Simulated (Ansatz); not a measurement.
Start from `F[CH2][AlH2]` and change one element to get `[F][GeH2][AlH2]`.

Ansatz, PBE0-D4/def2-TZVP geometries, multiplicity 1. 

Scalar relativity is left out up to krypton.

| property | `F[CH2][AlH2]` |
| --- | --- |
| ideal-gas entropy at 298 K and 1 bar (rigid rotor, harmonic PBE0-D4/def2-TZVP) / J/(mol·K) | 292 |
| HOMO–LUMO gap (B3LYP/def2-TZVPP) / eV | 5.80 |
| HOMO energy (ωB97M-V/def2-TZVPP) / eV | -10.12 |
| size of the dipole moment (PBE/def2-TZVPP) / D | 1.39 |
| HOMO energy (PBE0/def2-TZVPP) / eV | -7.84 |
| HOMO–LUMO gap (PBE/def2-TZVPP) / eV | 4.03 |

Question: Give the same properties after the change, and the shifts. (An estimate is asked.)

Answer: Ansatz gave: 
```
                                                                                  property  `[F][GeH2][AlH2]`  shift
ideal-gas entropy at 298 K and 1 bar (rigid rotor, harmonic PBE0-D4/def2-TZVP) / J/(mol·K)                330     38
                                                     HOMO–LUMO gap (B3LYP/def2-TZVPP) / eV               5.04  -0.76
                                                     HOMO energy (ωB97M-V/def2-TZVPP) / eV              -9.82   0.30
                                            size of the dipole moment (PBE/def2-TZVPP) / D               2.21   0.82
                                                        HOMO energy (PBE0/def2-TZVPP) / eV              -7.80   0.04
                                                       HOMO–LUMO gap (PBE/def2-TZVPP) / eV               3.53  -0.50
```

Dipoles are sizes alone; their direction can turn.

B3LYP here is the variant with VWN-RPA as its local correlation; programs differ in this.
